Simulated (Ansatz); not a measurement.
Total energies of Sr₅O₆ from Ansatz at PBE0-D4/def2-TZVP, gas phase (1 Eh = 27.2114 eV = 2625.5 kJ/mol). The reference geometry is relaxed at PBE-D4/def2-SVP.

| atom | x (Å) | y (Å) | z (Å) |
| --- | --- | --- | --- |
| Sr1 | 0.297 | 1.726 | -0.497 |
| Sr2 | -1.597 | -0.307 | 1.668 |
| Sr3 | -1.835 | -0.869 | -1.721 |
| Sr4 | 2.140 | 1.488 | 2.455 |
| Sr5 | 0.938 | -1.910 | -0.105 |
| O6 | 0.531 | -0.253 | -1.826 |
| O7 | 0.776 | -0.039 | 1.440 |
| O8 | 1.615 | 2.912 | 0.991 |
| O9 | 0.377 | -1.622 | -2.422 |
| O10 | -1.329 | -2.049 | 0.225 |
| O11 | -1.914 | 0.924 | -0.208 |

```json
{"state": "charge 0 singlet", "geometry": "reference", "energy (Eh)": "-605.04412"}
{"state": "charge 1 doublet", "geometry": "reference", "energy (Eh)": "-604.83003"}
{"state": "charge -1 doublet", "geometry": "reference", "energy (Eh)": "-605.06658"}
{"state": "charge -1 doublet", "geometry": "relaxed at PBE-D4/def2-SVP", "energy (Eh)": "-605.06853"}
{"state": "charge 0 triplet", "geometry": "relaxed at PBE-D4/def2-SVP", "energy (Eh)": "-604.97873"}
{"state": "charge 0 quintet", "geometry": "relaxed at PBE-D4/def2-SVP", "energy (Eh)": "-604.89884"}
{"state": "free Sr atom (singlet)", "geometry": "–", "energy (Eh)": "-30.67766"}
{"state": "free O atom (triplet)", "geometry": "–", "energy (Eh)": "-75.01860"}
```

In the def2 sets Sr takes a core potential; there is no spin–orbit coupling. The structure holds one bond between oxygen atoms, so isomers without such links may lie far lower.

**Question.** Work out the vertical ionisation energy to the doublet.

**Answer.** E(charge 1 doublet) − E(charge 0 singlet) = -604.83003 − (-605.04412) = 0.21409 Eh = 5.83 eV. For comparison, −ε of the highest occupied level is 4.43 eV at this level, 1.40 eV less.

**Question.** Work out the vertical electron affinity, to the doublet.

**Answer.** E(charge 0 singlet) − E(charge -1 doublet) = -605.04412 − (-605.06658) = 0.02246 Eh = 0.61 eV. The basis lacks diffuse functions, which makes affinities too small.

**Question.** Give the fundamental gap IE − EA, the Mulliken electronegativity (IE + EA)/2 and the hardness (IE − EA)/2.

**Answer.** From the values in Eh: IE − EA = 0.21409 − 0.02246 = 0.19163 Eh = 5.21 eV; (IE + EA)/2 = 3.22 eV; (IE − EA)/2 = 2.61 eV. The HOMO–LUMO gap of the same run is 3.05 eV, 2.16 eV smaller than the fundamental gap.

**Question.** How much does the charge -1 doublet relax, and what is the adiabatic electron affinity?

**Answer.** Relaxation: -605.06658 − (-605.06853) = 0.00195 Eh = 0.05 eV. Adiabatic electron affinity: 0.02441 Eh = 0.66 eV, without zero-point energy. 

**Question.** Which of the charge 0 states is lowest, and how far above it are the others?

**Answer.** The singlet. triplet: -604.97873 − (-605.04412) = 0.06539 Eh = 171.7 kJ/mol; quintet: -604.89884 − (-605.04412) = 0.14528 Eh = 381.4 kJ/mol.

**Question.** What is the binding energy per atom against free atoms?

**Answer.** Atoms: 5 × (-30.67766) + 6 × (-75.01860) = -603.49990 Eh. Binding: -603.49990 − (-605.04412) = 1.54422 Eh = 42.02 eV, or 3.82 eV for each of 11 atoms (no zero-point energy, no counterpoise term).

At PBE0-D4/def2-TZVP the highest occupied level of the charge -1 doublet lies above zero (up to 0.32 eV). By energy differences its removal costs 0.61 eV (vertical, to the charge 0 singlet, at PBE0-D4/def2-TZVP); self-interaction error and the lack of diffuse functions both raise the level. At PBE0-D4/def2-TZVP the highest occupied level of the relaxed charge -1 doublet lies above zero (up to 0.16 eV). By energy differences its removal costs 0.66 eV (each at its own geometry, to the charge 0 singlet, at PBE0-D4/def2-TZVP); self-interaction error and the lack of diffuse functions both raise the level.  

The structure comes from a short search, and lower isomers may exist.
